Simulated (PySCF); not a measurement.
Ti(F)3(Me) (CH3F3Ti), SMILES [CH3][Ti]([F])([F])[F], multiplicity 1. Coordinates come from a PBE-D3(BJ)/def2-SVP optimisation. The multiplicity is an assumed one; no other spin state was optimised. The structure was generated by enumeration; whether it is a known compound was not checked.

Question: Give the equilibrium geometry at PBE-D3(BJ)/def2-SVP (PySCF confirms it by a frequency run) as Cartesian coordinates in Å, and its point group. (An estimate is asked for; the answer gives what the named calculation found.)

Answer: point group C3v.
```xyz
8

Ti     0.0000     0.0000    -0.1043
F      1.4507     0.8376    -0.6050
F     -1.4507     0.8376    -0.6050
F      0.0000    -1.6751    -0.6050
C      0.0000     0.0000     1.9480
H      0.9079    -0.5242     2.3145
H     -0.9079    -0.5242     2.3145
H      0.0000     1.0484     2.3145
```
Charge 0, spin multiplicity 1.
